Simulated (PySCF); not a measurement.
PySCF input (M06-2X/6-31G* (5d)):

```python
from pyscf import gto, dft

mol = gto.M(
    atom='''
    C     1.19116500    0.02436500    0.00315700
    C    -0.01664900   -0.30007500    0.51891400
    O    -1.07559000    0.18044300   -0.35335900
    H     1.32540900    0.57277600   -0.94124700
    H     2.09861000   -0.26004900    0.53013000
    H    -1.86639600   -0.10200400    0.10556400
    ''',
    basis='6-31g*',
    charge=-1,
    spin=0,
    verbose=4,
)

mf = dft.RKS(mol, xc='m062x')
mf.grids.level = 4
mf.conv_tol = 1e-9
mf.max_cycle = 100
mf.max_memory = 1500
mf.kernel()
if not mf.converged:
    mf = mf.newton()
    mf.kernel(mf.make_rdm1())
mf.dip_moment()
```

Output:

```
PySCF version 2.14.0

[INPUT] verbose = 4
[INPUT] num. atoms = 6
[INPUT] num. electrons = 24
[INPUT] charge = -1
[INPUT] spin (= nelec alpha-beta = 2S) = 0
[INPUT] symmetry False subgroup None
[INPUT] Mole.unit = angstrom
[INPUT] Symbol           X                Y                Z      unit          X                Y                Z       unit  Magmom
[INPUT]  1 C      1.191165000000   0.024365000000   0.003157000000 AA    2.250975619168   0.046043177025   0.005965865375 Bohr   0.0
[INPUT]  2 C     -0.016649000000  -0.300075000000   0.518914000000 AA   -0.031462050248  -0.567059566829   0.980605342203 Bohr   0.0
[INPUT]  3 O     -1.075590000000   0.180443000000  -0.353359000000 AA   -2.032570522321   0.340987851095  -0.667751733650 Bohr   0.0
[INPUT]  4 H      1.325409000000   0.572776000000  -0.941247000000 AA    2.504660013034   1.082389770724  -1.778699045568 Bohr   0.0
[INPUT]  5 H      2.098610000000  -0.260049000000   0.530130000000 AA    3.965798142273  -0.491421388967   1.001800510416 Bohr   0.0
[INPUT]  6 H     -1.866396000000  -0.102004000000   0.105564000000 AA   -3.526977279984  -0.192759623610   0.199487048614 Bohr   0.0

nuclear repulsion = 62.0353147844273
number of shells = 24
number of NR pGTOs = 93
number of NR cGTOs = 48
basis = 6-31g*
ecp = {}

******** <class 'pyscf.dft.rks.RKS'> ********
method = RKS
initial guess = minao
damping factor = 0
level_shift factor = 0
DIIS = <class 'pyscf.scf.diis.CDIIS'>
diis_start_cycle = 1
diis_space = 8
diis_damp = 0
SCF conv_tol = 1e-09
SCF conv_tol_grad = None
SCF max_cycles = 100
direct_scf = True
direct_scf_tol = 1e-13
XC library pyscf.dft.libxc version 7.1.2
    S. Lehtola, C. Steigemann, M. J. T. Oliveira, and M. A. L. Marques,  SoftwareX 7, 1–5 (2018)
XC functionals = m062x
    Y. Zhao and D. G. Truhlar,  Theor. Chem. Acc. 120, 215 (2008)
    Y. Zhao and D. G. Truhlar,  Theor. Chem. Acc. 120, 215 (2008)
radial grids:
    Treutler-Ahlrichs [JCP 102, 346 (1995); DOI:10.1063/1.469408] (M4) radial grids

becke partition: Becke, JCP 88, 2547 (1988); DOI:10.1063/1.454033
pruning grids: <function nwchem_prune>
grids dens level: 4
symmetrized grids: False
atomic radii adjust function: <function treutler_atomic_radii_adjust>
small_rho_cutoff = 0
Set gradient conv threshold to 3.16228e-05
Initial guess from minao.
tot grids = 132600
init E= -153.213779137833
  HOMO = -0.229981995644134  LUMO = 0.00147272325067593  gap/eV = 6.29820
cycle= 1 E= -152.959319844624  delta_E= 0.254  |g|= 0.624  |ddm|= 2.32
  HOMO = 0.108066181581719  LUMO = 0.380285129902653  gap/eV = 7.40745
cycle= 2 E= -152.975908916124  delta_E= -0.0166  |g|= 0.625  |ddm|= 1.16
  HOMO = 0.0371623533792671  LUMO = 0.344472694184877  gap/eV = 8.36234
cycle= 3 E= -153.050622708732  delta_E= -0.0747  |g|= 0.0763  |ddm|= 0.51
  HOMO = 0.0226059283605906  LUMO = 0.349907672576002  gap/eV = 8.90633
cycle= 4 E= -153.05182589845  delta_E= -0.0012  |g|= 0.0256  |ddm|= 0.0844
  HOMO = 0.0235859515543724  LUMO = 0.34995810270268  gap/eV = 8.88104
cycle= 5 E= -153.051988081831  delta_E= -0.000162  |g|= 0.00384  |ddm|= 0.0382
  HOMO = 0.0239615401238882  LUMO = 0.349876902925334  gap/eV = 8.86861
cycle= 6 E= -153.051991634127  delta_E= -3.55e-06  |g|= 0.0025  |ddm|= 0.00887
  HOMO = 0.0235730569546022  LUMO = 0.349728576869766  gap/eV = 8.87514
cycle= 7 E= -153.051993258037  delta_E= -1.62e-06  |g|= 0.000343  |ddm|= 0.00384
  HOMO = 0.0236445383864234  LUMO = 0.349723207580026  gap/eV = 8.87305
cycle= 8 E= -153.051993312637  delta_E= -5.46e-08  |g|= 7.57e-05  |ddm|= 0.0013
  HOMO = 0.0236383019561286  LUMO = 0.349718479852421  gap/eV = 8.87309
cycle= 9 E= -153.051993315103  delta_E= -2.47e-09  |g|= 8.22e-06  |ddm|= 0.000367
  HOMO = 0.0236381505835528  LUMO = 0.349719204443262  gap/eV = 8.87312
cycle= 10 E= -153.05199331514  delta_E= -3.67e-11  |g|= 1.52e-06  |ddm|= 3.5e-05
  HOMO = 0.0236384229470858  LUMO = 0.349719369666411  gap/eV = 8.87311
Extra cycle  E= -153.051993315142  delta_E= -1.65e-12  |g|= 7.6e-07  |ddm|= 6.15e-06
converged SCF energy = -153.051993315142

WARN: System has nonzero charge -1; the dipole moment is origin-dependent.
Location of origin: [0. 0. 0.]

Dipole moment(X, Y, Z, Debye): -1.65259,  0.48990, -0.91106
```

The dipole moment of an ion depends on the origin.

The geometry given is a B3LYP-D3(BJ)/def2-TZVP minimum.
